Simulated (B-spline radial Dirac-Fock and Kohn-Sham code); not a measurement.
**Form factor and incoherent scattering function of Pr⁴⁺**

System: Pr⁴⁺, [Xe] 4f1, inside a Watson sphere of charge -4 and radius 2 Å (a model of the Madelung potential; inside it an electron's potential energy is raised by 28.8 eV).

Input file task.json (cfg lists n, l and occupation; rrms is the nuclear radius in fm):

```json
{"items": [{
  "Z": 59,
  "q": 4,
  "cfg": [[1, 0, 2], [2, 0, 2], [2, 1, 6], [3, 0, 2], [3, 1, 6], [3, 2, 10], [4, 0, 2], [4, 1, 6], [4, 2, 10], [4, 3, 1], [5, 0, 2], [5, 1, 6]],
  "A": 141,
  "rrms": 4.8919,
  "watson": [-4, 2.0],
  "do": ["scatter"],
  "s": [0.0, 0.07, 0.08, 0.1, 0.13, 0.16, 0.19, 0.24, 0.29, 0.36, 0.45, 0.55, 0.68, 0.84, 1.04, 1.28, 1.58, 1.95, 2.4, 2.97, 3.66, 4.52, 5.57],
  "pz": [0, 0.1, 0.2, 0.3, 0.4, 0.5, 0.6, 0.8, 1.0, 1.2, 1.4, 1.6, 1.8, 2.0, 2.5, 3.0, 4.0, 5.0, 7.0, 10.0, 15.0, 20.0, 30.0, 40.0, 60.0, 100.0],
  "hv_scatter": [2000, 5000, 10000, 17479.3, 30000, 50000, 100000, 1000000]
}]}
```

Command: `python xray_run.py task.json out`

Method: relativistic Hartree-Fock (Dirac-Fock) wave functions, averaged over the configuration. Computed with a radial atomic solver. f₀ is the Fourier transform of the spherical electron density, S the Waller-Hartree incoherent function, and s = sin θ/λ. The electron scattering factor follows from the Mott-Bethe formula f_e = 0.023934 Å⁻¹·(Z − f₀)/s².

```
s (Å⁻¹)      f₀       S  f_e (Å)
      0  55.000   0.000        –
   0.07  53.793   1.209   25.434
   0.08  53.438   1.549   20.799
    0.1  52.614   2.313   15.283
   0.13  51.135   3.606   11.138
   0.16  49.440   4.989    8.938
   0.19  47.612   6.390    7.550
   0.24  44.477   8.676    6.035
   0.29  41.453  10.855    4.994
   0.36  37.666  13.657    3.940
   0.45  33.626  16.704    2.999
   0.55  29.951  19.455    2.298
   0.68  25.983  22.569    1.709
   0.84  22.098  26.088    1.252
   1.04  18.669  29.977    0.892
   1.28  15.971  33.723    0.629
   1.58  13.398  37.097    0.437
   1.95  10.546  40.095    0.305
    2.4   7.831  42.876    0.213
   2.97   5.883  45.527    0.144
   3.66   4.797  47.849    0.097
   4.52   3.912  49.863    0.065
   5.57   2.937  51.453    0.043
```

f₀ starts at the number of electrons, 55, and has fallen to half at s ≈ 0.63 Å⁻¹. The sum of ⟨r²⟩ over the electrons is 34.50 bohr². For an ion f_e diverges as s goes to zero, because of the net charge.
